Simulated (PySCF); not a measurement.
Computed IR spectrum (relative IR intensity) of a molecule C5H7N. Geometry: PBE0-D3(BJ)/def2-SVP. One conformer was computed; it need not be the lowest. These are PBE0-D3(BJ)/def2-SVP (PySCF) values and carry that method's errors. No scaling factor is applied to the harmonic values.

ν (cm⁻¹): 303 (w), 528 (s), 654 (vw), 709 (w), 805 (m), 899 (m), 921 (vs), 940 (m), 956 (w), 1023 (vs), 1047 (w), 1184 (w), 1263 (w), 1270 (w), 1327 (w), 1342 (m), 1427 (w), 1435 (w), 1462 (m), 1721 (vs), 1752 (w), 3066 (vs), 3086 (m), 3108 (m), 3138 (m), 3166 (w), 3174 (m), 3268 (w) (against the strongest line: vs over 80 %, s over 45 %, m over 15 %, w over 4 %, vw less)

Which molecule gave these data?
A. C#C/C=C\CN
B. C=C1C=NCC1
C. C=C=C(N)C=C
D. C=C[C@@H](C)C#N

B, C=C1C=NCC1
